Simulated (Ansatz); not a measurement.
Geometry optimisation, Ansatz, RKS LDA/def2-SVP.

input.yaml

```yaml
crystal:
  periodic: [false, false, false]
  atoms:
    - { symbol: Ta, position_ang: [-0.516246, -0.655719, -0.094689] }
    - { symbol: O, position_ang: [2.578006, 0.063872, -0.468614] }
    - { symbol: H, position_ang: [2.561027, 0.233987, 0.497424] }
    - { symbol: Cl, position_ang: [0.522226, -0.655057, 1.987463] }
    - { symbol: O, position_ang: [-0.285542, -0.24965, -1.89073] }
    - { symbol: H, position_ang: [0.42941, 0.051279, -2.488544] }
    - { symbol: F, position_ang: [-0.833029, 1.152889, 0.258951] }
    - { symbol: Cl, position_ang: [-2.598443, -1.493341, 0.106298] }
    - { symbol: Cl, position_ang: [0.755532, -2.698393, -0.481443] }
    - { symbol: H, position_ang: [2.616659, -0.928768, -0.506715] }
basis:
  gaussian: { orbitals: def2-SVP }
hamiltonian:
  xc: lda
relax:
  f_tol: 0.03
  max_steps: 50
```

Run as:

```bash
$ ansatz run input.yaml --threads 4 --pin off --max-ram 5120MiB --backend cpu --events-out ev --progress --plain --runs-dir out
```

**Question.** Where does it end, and by what steps?

**Answer.** The forces met the threshold. After 11 steps the energy has fallen by 0.751 eV; O2 moved furthest, 0.61 Å. Joined: Ta1–O2 (3.20 → 2.28 Å).

```json
{"step": "0", "energy less start (eV)": "0.0000", "largest force component (eV/Å)": "1.137", "accepted": "yes"}
{"step": "1", "energy less start (eV)": "-0.2040", "largest force component (eV/Å)": "0.914", "accepted": "yes"}
{"step": "2", "energy less start (eV)": "-0.4069", "largest force component (eV/Å)": "1.154", "accepted": "yes"}
{"step": "3", "energy less start (eV)": "-0.6374", "largest force component (eV/Å)": "0.828", "accepted": "yes"}
{"step": "4", "energy less start (eV)": "-0.6853", "largest force component (eV/Å)": "0.734", "accepted": "yes"}
{"step": "5", "energy less start (eV)": "-0.7237", "largest force component (eV/Å)": "0.261", "accepted": "yes"}
{"step": "6", "energy less start (eV)": "-0.7355", "largest force component (eV/Å)": "0.338", "accepted": "yes"}
{"step": "7", "energy less start (eV)": "-0.7400", "largest force component (eV/Å)": "0.223", "accepted": "yes"}
{"step": "8", "energy less start (eV)": "-0.7482", "largest force component (eV/Å)": "0.121", "accepted": "yes"}
{"step": "9", "energy less start (eV)": "-0.7506", "largest force component (eV/Å)": "0.096", "accepted": "yes"}
{"step": "10", "energy less start (eV)": "-0.7495", "largest force component (eV/Å)": "0.202", "accepted": "no"}
{"step": "11", "energy less start (eV)": "-0.7514", "largest force component (eV/Å)": "0.021", "accepted": "yes"}
```

```xyz
10
Properties=species:S:1:pos:R:3
Ta -0.184 -0.670 -0.147
O 1.998 -0.027 -0.311
H 2.215 0.173 0.633
Cl 0.521 -0.697 2.117
O -0.164 -0.349 -1.989
H 0.162 0.234 -2.698
F -0.358 1.183 0.121
Cl -2.318 -1.396 0.149
Cl 0.917 -2.738 -0.462
H 2.441 -0.892 -0.494
```

Whether the end is a true minimum wasn't checked by a vibrational analysis.

Run time: 21 s on 4 threads of Arm Neoverse V1, with other jobs on the host, peak memory 0.22 GiB.
